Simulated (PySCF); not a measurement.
## Correlation energy of Ar (argon, neutral)

[Ar], closed-shell 1S. All numbers are calculated (PySCF 2.14, the non-relativistic Hamiltonian (point nucleus), in def2-TZVP). Frozen: [Ne]; 8 electrons correlated.

MP2 pair energies summed by pair of shells (mhartree):

```tsv
pair	energy	share (%)
3p-3p	-150.17	73.9
3s-3p	-44.66	22.0
3s-3s	-8.40	4.1
```

Total MP2 correlation energy: -203.23 mhartree.

Same-spin part -51.60 and opposite-spin part -151.64 mhartree; SCS-MP2 scales them by 1/3 and 6/5 to -199.16 mhartree.

| level | correlation energy (mhartree) |
| --- | --- |
| CCSD | -222.30 |
| (T) | -6.76 |
| CCSD(T) | -229.06 |

Diagnostics: T1 = 0.0020, D1 = 0.0029, largest double amplitude 0.050.

Cost of the coupled-cluster step: 0.24 s of wall time on 1 thread of Neoverse-N1 (shared host), for 8 correlated electrons.

Iterations:

```
CC2 = 0
CCSD nocc = 4, nmo = 32
frozen orbitals [0, 1, 2, 3, 4]
max_cycle = 100
direct = 0
conv_tol = 1e-08
conv_tol_normt = 1e-06
diis_space = 8
diis_start_cycle = 0
Init t2, MP2 energy = -527.005994597172  E_corr(MP2) -0.203234264662719
Init E_corr(CCSD) = -0.203234264676303
cycle = 1  E_corr(CCSD) = -0.218559626391572  dE = -0.0153253617  norm(t1,t2) = 0.0222721
cycle = 2  E_corr(CCSD) = -0.221466789115887  dE = -0.00290716272  norm(t1,t2) = 0.00578778
cycle = 3  E_corr(CCSD) = -0.222327160007357  dE = -0.000860370891  norm(t1,t2) = 0.00177023
cycle = 4  E_corr(CCSD) = -0.222300590071152  dE = 2.65699362e-05  norm(t1,t2) = 0.000170587
cycle = 5  E_corr(CCSD) = -0.222298062645974  dE = 2.52742518e-06  norm(t1,t2) = 1.63779e-05
cycle = 6  E_corr(CCSD) = -0.222298713467354  dE = -6.5082138e-07  norm(t1,t2) = 3.94554e-06
cycle = 7  E_corr(CCSD) = -0.222298709747241  dE = 3.72011255e-09  norm(t1,t2) = 7.65704e-07
CCSD converged
E(CCSD) = -527.0250590422563  E_corr = -0.2222987097472414
CCSD(T) correction = -0.00675670492246715
```
